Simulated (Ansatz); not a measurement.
Cost and result for the atomization energy of C$_{2}$H$_{6}$MgOS, SMILES `C[O][Mg][S]C` (11 atoms, 10 bonds).

```xyz
11

C    -1.9425    1.2574    1.9681
O    -1.2648    0.4249    1.1065
Mg   -0.4115   -0.6512    0.0106
S     0.7062   -2.0385   -1.4151
C     2.1108   -1.0175   -1.9842
H    -2.8558    0.7849    2.3573
H    -1.3265    1.5340    2.8359
H    -2.2466    2.1924    1.4759
H     1.7783   -0.1278   -2.5187
H     2.6885   -1.6316   -2.6748
H     2.7638   -0.7270   -1.1615
```

Charge 0, multiplicity 1. Correlated methods include outer-core shells of Mg, which these sets cover unevenly. The geometry is a stationary point of PBE0-D4/def2-TZVP. It is one conformer, not always the lowest. Program: Ansatz. All runs use 4 threads of an Intel Xeon 6975P-C on a shared host. Times are those of one run each, without the atoms' runs, and a repeat can differ threefold. Electronic energies, without spin–orbit coupling; frozen cores. CCSD(T)/CBS adds CCSD(T) − MP2 in def2-TZVPP to the MP2 limit, and its time is that of the two runs behind it. T1 = 0.010. With those shells the extrapolation isn't a true limit. B3LYP takes the VWN-RPA correlation (the form of Gaussian; ORCA's B3LYP/G). HSE06 is the plane-wave form, built on full-range PBE exchange.

CCSD(T)/CBS is a level of theory with its own doubt, some kJ/mol a heavy atom from the limit and from the frozen cores, so smaller differences don't rank the functionals.

```tsv
level	functions	wall time	atomization (kcal/mol)	difference from CCSD(T)/CBS	per bond
LDA (SPW92)/def2-TZVPP	251	0.75 s	1049.5	124.5	12.4
PBE0-D4/def2-TZVPP	251	1.7 s	920.3	-4.7	-0.5
HSE06-D4/def2-TZVPP	251	1.8 s	921.0	-4.0	-0.4
CAM-B3LYP-D4/def2-TZVPP	251	1.9 s	922.2	-2.8	-0.3
r2SCAN-D4/def2-TZVPP (with forces)	251	2.1 s	926.3	1.3	0.1
B3LYP-D4/def2-TZVPP (with forces)	251	2.2 s	917.9	-7.1	-0.7
r2SCANh-D4/def2-TZVPP	251	2.3 s	920.3	-4.7	-0.5
CCSD(T)/def2-SVP	108	3.3 s	870.9	-54.1	-5.4
ωB97X-V/def2-TZVPP	251	3.7 s	923.4	-1.6	-0.2
B97M-V/def2-TZVPP	251	4.1 s	921.8	-3.2	-0.3
MP2/def2-QZVPP	484	11 s	929.6	4.6	0.5
CCSD(T)/def2-TZVPP	251	46 s	895.1	-29.9	-3.0
CCSD(T)/CBS(def2)	–	57 s	925.0	0.0	0.0
```

In def2-TZVPP, CCSD(T) changes the Hartree–Fock value by +226.3 kcal/mol (the triples alone add +13.1 kcal/mol) and MP2 by +242.9 kcal/mol; breaking electron pairs costs correlation energy, which Hartree–Fock lacks. The D4 term adds +6.6 kcal/mol with B3LYP and +3.5 kcal/mol with PBE0; it sums over pairs of atoms, weighted by their polarisabilities, and B3LYP, whose exchange is more repulsive, gets the larger term. At CCSD(T), def2-SVP lies −54.0 kcal/mol from the extrapolated value and def2-TZVPP −29.9 kcal/mol: correlation converges slowly with the basis, and small sets miss more of it in the bonded molecule than in its fragments.
